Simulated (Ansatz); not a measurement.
The molecule NiF, multiplicity 2 (the spin of the measured ground state). No spin–orbit coupling. Ni is treated without relativity.

The constants come from a fifth-degree fit in 1/R (seven points, main isotopes). Runs in def2 and cc sets follow the lowest solution found near the PBE0 minimum.

Correlated levels freeze the inner cores; with def2 sets outer-core shells near the valence are correlated too.

Programs: Ansatz (Gaussian orbitals). Values without a source in brackets are computed.

Q: What bond length and harmonic frequency does B97M-V/def2-TZVPP give, and what D_e (from each atom's lowest state at the same level)?

A: r_e = 1.744 Å, ω_e = 659 cm⁻¹, D_e = 4.24 eV.

Q: What bond length and harmonic frequency does wB97X-V/def2-TZVPP give, and what D_e (from each atom's lowest state at the same level)?

A: r_e = 1.772 Å, ω_e = 616 cm⁻¹, D_e = 4.52 eV.

Q: What bond length and harmonic frequency does CCSD(T)/def2-TZVPP give, and what D_e (from each atom's lowest state at the same level)?

A: r_e = 1.775 Å, ω_e = 611 cm⁻¹, D_e = 4.27 eV.

Measured for the ground state: D_0 4.519 ± 0.061 eV (a handbook's tabulated 298 K bond energy less 3RT/2; such tables hold older values) [Luo, bond dissociation energies, CRC Handbook].

Doubts at one or more of the structures used: a spin-contaminated determinant (B97M-V/def2-TZVPP).

Ansatz is a quantum-chemistry and plane-wave program.
